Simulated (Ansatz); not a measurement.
Basis-set extrapolation for H3O3Si (`[O][SiH](O)O`) radical (PBE0-D4/def2-TZVP geometry, frozen core, the Gaussian-basis code of Ansatz). Multiplicity 2, UHF reference.

|  | def2-TZVPP | def2-QZVPP |
| --- | --- | --- |
| HF | -515.491888 | -515.512522 |
| MP2 correlation | -0.780651 | -0.847701 |
| CCSD(T) correlation | -0.832381 | not run |

Energies in hartree. Use E(X) = E(∞) + A·exp(−7.88·√X) for Hartree–Fock and E(X) = E(∞) + B·X^(−2.97) for correlation, with X = 3 and 4, and add CCSD(T) minus MP2 of the smaller set to the MP2 limit.

**Question.** What is the CCSD(T) energy at the basis-set limit?

**Answer.** HF limit: -515.512522 + (-0.020634) × 0.13774 = -515.51536. MP2 limit: -0.847701 + (-0.067050) × 0.74074 = -0.89737. Higher-order term: -0.832381 − (-0.780651) = -0.05173. Total: -516.46446 hartree, 3.81 eV below CCSD(T)/def2-TZVPP.
